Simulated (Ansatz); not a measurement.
System: CH4BF, charge 0, singlet. CH4BF (SMILES CBF).
B3LYP-D3(BJ)/def2-TZVP minimum from Ansatz (a first-principles code):
```xyz
7

B     -0.2337    -0.4408     0.1485
H     -0.9125    -1.3986     0.3819
F      0.9540    -0.4083     0.7491
C     -0.6749     0.7162    -0.7924
H     -1.6141     1.1502    -0.4317
H     -0.9062     0.3183    -1.7867
H      0.0651     1.5108    -0.8935
```

Total energies in cc-pVDZ, 18 correlated electrons, 3 frozen orbitals. UHF or UKS for unpaired electrons; spin-orbit terms are left out. Correlated methods leave the cores frozen. No relativity.

```tsv
method	program	energy (Eh)	minus CCSDT(Q) (mEh)
HF	Ansatz	-164.38474	458.47
MP2	Ansatz	-164.80144	41.77
CCSD	Ansatz	-164.83211	11.10
CCSD(T)	Ansatz	-164.84177	1.44
CCSDT(Q)	Ansatz	-164.84321	0.00
```

Rough core times of Ansatz's runs on a shared machine: CCSD(T) under 20 s, CCSDT(Q) 3 min.
